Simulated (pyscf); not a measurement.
**`[SnH2]`, singlet**

Gas-phase minimum from PySCF at ωB97X-D3(BJ)/def2-SVP, one conformer. 

SMILES: [SnH2]
```xyz
3

Sn     0.8034    -0.2230    -0.1110
H      0.0268    -0.4634    -1.6850
H      0.1039     1.3996     0.0173
```

Bonds (Å): Sn1–H2 1.772, Sn1–H3 1.772. Angles (°): H2–Sn1–H3 90.9.

Properties at ωB97X-D3(BJ)/def2-SVP:

```
Item                                                                                                                                  Value
---------------------------------------------------------------------------------------------------------------------  --------------------
Harmonic wavenumbers, unscaled                                                                                         825, 1774, 1774 cm⁻¹
Zero-point energy                                                                                                              6.3 kcal/mol
Rotational symmetry number                                                                                                                2
Entropy of this conformer at 298 K and 1 atm, rigid rotor and harmonic oscillator, modes under 100 cm⁻¹ raised to 100       229.2 J/(mol K)
Dipole moment                                                                                                                        0.54 D
```

Single-point totals, which compare only within one level (frozen core for MP2 and CC):

```
level                   total energy (hartree)
----------------------  ----------------------
ωB97X-D3(BJ)/def2-TZVP              -215.53199
PBE/def2-TZVP                       -215.44869
r²SCAN/def2-TZVP                    -215.53190
B3LYP-D3(BJ)/def2-TZVP              -215.54048
PBE0-D3(BJ)/def2-TZVP               -215.45902
M06-2X/def2-TZVP                    -215.37906
ωB97M-D3(BJ)/def2-TZVP              -215.49443
HF/def2-TZVPP                       -214.47570
MP2/def2-TZVPP                      -214.79300
CCSD/def2-TZVPP                     -214.80184
CCSD(T)/def2-TZVPP                  -214.80995
```

The CCSD(T) − MP2 part came from Ansatz, without density fitting, on the same reference. The frozen core leaves the outer d or s,p core shells of the metals and heavy elements correlated in the MP2 and CC values, and def2-TZVPP describes them poorly, so these totals are far from the basis limit. Elements past Kr carry the def2 core potentials, without spin-orbit coupling.
